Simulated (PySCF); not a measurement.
# SMILES COC(=S)C(C)C, C$_{5}$H$_{10}$OS

Cartesian coordinates in Å; atom numbers follow the order of the lines, from 1:
```xyz
17

C     2.8046    0.2903    0.7363
O     1.6272   -0.2651    0.1830
C     0.4754    0.3446    0.4226
S     0.3398    1.7076    1.3051
C    -0.7020   -0.3809   -0.1760
C    -1.6220    0.5865   -0.9162
C    -1.4564   -1.0938    0.9507
H     2.7235    0.3471    1.8250
H     3.6191   -0.3691    0.4462
H     2.9695    1.2986    0.3485
H    -0.3054   -1.1270   -0.8729
H    -2.4810    0.0519   -1.3130
H    -1.0971    1.0633   -1.7409
H    -1.9725    1.3592   -0.2366
H    -0.8007   -1.7871    1.4727
H    -2.2958   -1.6499    0.5414
H    -1.8332   -0.3642    1.6637
```

Theory: quadratic response CAM-B3LYP/def2-SVPD first hyperpolarisability, Taylor convention, gas phase (PySCF 2.14.0). Geometry: GFN2-xTB.

(1) Give the tensor of the static β(0;0,0) in the axes of these coordinates.

Answers

(1) In au, Taylor convention; rows are the first index (the induced dipole):
|  | xx | yy | zz | xy | xz | yz |
| --- | --- | --- | --- | --- | --- | --- |
| x | +40.2 | -9.3 | +0.1 | -73.6 | -41.3 | -1.5 |
| y | -73.6 | -82.4 | -21.2 | -9.3 | -1.5 | +10.0 |
| z | -41.3 | +10.0 | -69.8 | -1.5 | +0.1 | -21.2 |

Norm of βᵢ = ⅓ Σⱼ (βᵢⱼⱼ + βⱼᵢⱼ + βⱼⱼᵢ): 206.4 au, hyper-Rayleigh value 82.0 au.
